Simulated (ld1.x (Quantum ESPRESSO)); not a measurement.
**Before and after: TM potential for indium (In)**

* Element: indium (In)
* Generator: ld1.x (Quantum ESPRESSO) 7.5
* Type: norm-conserving Troullier–Martins (Kleinman–Bylander form)
* Functional: PBE
* Relativity: scalar-relativistic
* Frozen core: [Kr] 4d10
* Valence charge: 3
* Reference configuration: 5s1.5 5p0 (charge +1.5)
* Partial waves: 5s (bound): rc 1.90 bohr; 5p (bound, empty): rc 2.40 bohr
* Local potential: all-electron potential smoothed inside 1.70 bohr (lloc = -2)
* Core correction: a·sin(br)/r model core inside 1.75 bohr

Change: wave 5s (bound): rc 1.90 bohr becomes 5s (bound): rc 1.70 bohr.

Cutoffs: the cutoffs (Ry, on a coarse ladder) from which the occupation-weighted sum of valence levels, in a spherical-Bessel basis at the reference potential, stays within 10 and 1 mRy of its value at 400 Ry; they do not see the model core or the augmentation charge, which bear on the density cutoff. Errors are all-electron minus pseudo energies relative to the spin-unpolarised reference configuration.

**Question.** What does the change do?

**Answer.** The potential gets harder (12 Ry and 30 Ry → 25 Ry and 55 Ry); both files keep a bound ghost (d); of the 7 tests that both files solve, the error grows in 2 and shrinks in 0 by more than 15 % and 0.3 meV (median size 20.2 → 22.8 meV). A smaller radius makes the pseudo-wave follow the all-electron one further in, where it bends more sharply, so more plane waves are needed.

```csv
quantity,base,changed
"cutoff, loose",12 Ry,25 Ry
"cutoff, tight",30 Ry,55 Ry
bound ghosts,d,d
"error for 5s2 5p1, meV [ΔE -13.89 eV]",-54,-51
"error for 5s2 5p0, meV [ΔE -8.52 eV]",-20,-19
"error for 5s1 5p0, meV [ΔE 10.71 eV]",-31,-30
"error for 5s1 5p1, meV [ΔE -1.93 eV]",-2.1,-2.6
"error for 5s0 5p3, meV [ΔE -1.94 eV]",-19,-23
"error for 5s1 5p2, meV [ΔE -8.05 eV]",-15,-16
"error for 5s2 5p1.3, meV [ΔE -14.42 eV]",-59,-56
s: phases at 2.59 bohr within 0.05 rad from the reference energy up to (Ry; the scan ends near 5),-0.2,-0.4
p: phases at 2.59 bohr within 0.05 rad from the reference energy up to (Ry; the scan ends near 5),1.1,1.1
```

 A true bound ghost makes a file unfit for plane-wave use even where its test errors are small: the radial tests pick states by their node count and pass the ghost by.
